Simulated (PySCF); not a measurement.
# Working out the ionisation energy of Ga²⁺

Ga²⁺ [Ar] 3d10 4s1 (2S) → Ga³⁺ [Ar] 3d10 (1S). Computed with PySCF 2.14 in x2c-TZVPPall with one added diffuse shell each of s, p, d type (7s6p5d1f, 57 functions), with the spin-free X2C one-electron Hamiltonian (Gaussian nucleus). Frozen: [Ne]. Energies in hartree (1 hartree = 27.21139 eV):

```
             part  Ga²⁺ (lower)  Ga³⁺ (upper)
              UHF  -1941.278015  -1940.189160
MP2 opposite-spin     -0.187825     -0.176710
    MP2 same-spin     -0.096856     -0.087874
```

What does Hartree-Fock give?

(-1940.189160) − (-1941.278015) = 1.088855 hartree = 29.629 eV.

What do MP2 and SCS-MP2 (6/5 opposite-spin, 1/3 same-spin) give?

The opposite-spin parts differ by 0.302 eV and the same-spin parts by 0.244 eV. MP2: 29.629 + (0.302) + (0.244) = 30.175 eV. SCS-MP2: 29.629 + 1.2 × (0.302) + (0.244)/3 = 30.073 eV.

Measured between the centres of the two terms (NIST): 30.726 eV, so MP2 (valence and next inner shell) is off by -0.551 eV.

What remains against the reference includes basis incompleteness, the frozen core and correlation beyond second order.
